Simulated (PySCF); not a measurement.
PBEsol on Br (bromine, neutral)

Configuration: [Ar] 3d10 4s2 4p5, 2P determinant. Calculation: PySCF 2.14, in dyall-av2z; the non-relativistic Hamiltonian (point nucleus).

- Total energy: -2572.085 hartree
- One-electron energy: -3581.349 hartree
- Hartree (Coulomb) energy: 1098.471 hartree
- Exchange-correlation energy: -89.207 hartree
- Kinetic energy: 2570.44650 hartree
- ⟨S²⟩: 0.7513
- ⟨L²⟩: 2.009
- Sum of ⟨r⟩: 25.88 bohr
- Sum of ⟨r²⟩: 40.64 bohr²
- Traceless quadrupole moment −½Σ⟨3z² − r²⟩ along its main axis: 2.14 e·bohr²
- Density at the nucleus (Gaussians lack the cusp): 29300 bohr⁻³
- Spin density at the nucleus: -0.171 bohr⁻³
- Langevin diamagnetic susceptibility: -32.2 ×10⁻⁶ cm³/mol

```csv
shell,electrons,mean orbital energy (hartree),spread (hartree),"rms radius, mean of both spins (bohr)"
1s α,1,-480.61152,0,0.0506
1s β,1,-480.60927,0,0.0506
2s α,1,-61.75467,0,0.210
2s β,1,-61.75339,0,0.210
2p α,3,-55.68067,0.00816,0.185
2p β,3,-55.67855,0.00512,0.185
3s α,1,-8.42739,0,0.604
3s β,1,-8.42451,0,0.604
3p α,3,-6.30398,0.02233,0.616
3p β,3,-6.30069,0.01737,0.616
3d α,5,-2.51561,0.02232,0.655
3d β,5,-2.51130,0.01595,0.655
4s α,1,-0.73125,0,1.83
4s β,1,-0.69822,0,1.83
4p α,3,-0.30460,0.04705,2.30
4p β,2,-0.27434,0,2.30
```
